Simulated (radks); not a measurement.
Q: Ionisation of neutral aluminium, [Ne] 3s2 3p1, to [Ne] 3s2 as the strength of local exchange is varied. Calculated with a radial shooting solver on a logarithmic mesh with Libxc functionals: scalar-relativistic Kohn-Sham, Slater X-alpha exchange (alpha = 2/3 is LDA exchange), no correlation, spin-polarised, spherical densities, finite nucleus; open shells are filled with parallel spins first; Fermi nuclear charge, rms radius 3.061 fm.

alpha  E(Al) (hartree)  exchange (hartree)  IE (eV)  -e of the level emptied (eV)  <r> of it (bohr)
0.636       -240.05258           -15.69067    4.959                    2.171 (3p)             3.635
0.683       -241.21464           -16.91913    5.261                    2.430 (3p)             3.533
0.71        -241.88435           -17.62909    5.439                    2.585 (3p)             3.478
0.734       -242.48097           -18.26277    5.599                    2.725 (3p)             3.432
0.811       -244.40343           -20.31234    6.129                    3.197 (3p)             3.294
0.83        -244.87976           -20.82195    6.264                    3.318 (3p)             3.262
1.005       -249.30325           -25.58764    7.567                    4.516 (3p)             3.009
?           -240.81851           -16.49988    5.157                    2.341 (3p)             3.567

Which alpha was used in the last row?

A: alpha = 0.667. NIST Atomic Spectra Database: 5.986 eV (measured). The Delta-SCF value meets it near alpha = 0.79. Open shells are spherical and high-spin; term and fine-structure splittings are not resolved.
